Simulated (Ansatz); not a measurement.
Cartesian coordinates (Å):
SMILES: C=C[C@@H](O)[SiH3]
```xyz
13

C     -1.9751     0.4252     0.6034
C     -0.9361     0.5983    -0.2029
C      0.4938     0.5354     0.2086
O      0.6973     0.3685     1.6004
Si     1.4249    -0.8381    -0.7373
H     -2.9894     0.4598     0.2262
H     -1.8498     0.2706     1.6693
H     -1.1018     0.7770    -1.2636
H      0.9782     1.4854    -0.0501
H      0.2752    -0.4545     1.8664
H      2.8823    -0.7316    -0.4739
H      1.1774    -0.7525    -2.2020
H      0.9231    -2.1435    -0.2277
```
Charge 0, multiplicity 1.

The numbers are results of frozen-core CCSD(T)/cc-pVTZ // PBE0-D3(BJ)/def2-TZVP (Ansatz, a program for electronic structure), not measurements.

```
Quantity                        Value
----------------------  -------------
HF energy               -482.09761 Ha
MP2 correlation energy    -0.86756 Ha
```

Task: Estimate the CCSD correlation energy, the (T) correction, the total energy and the T1 diagnostic.

Result: 
| Quantity | Value |
|---|---|
| CCSD correlation energy | -0.91635 Ha |
| (T) correction | -0.03764 Ha |
| CCSD(T) total energy | -483.05161 Ha |
| T1 diagnostic | 0.012 |
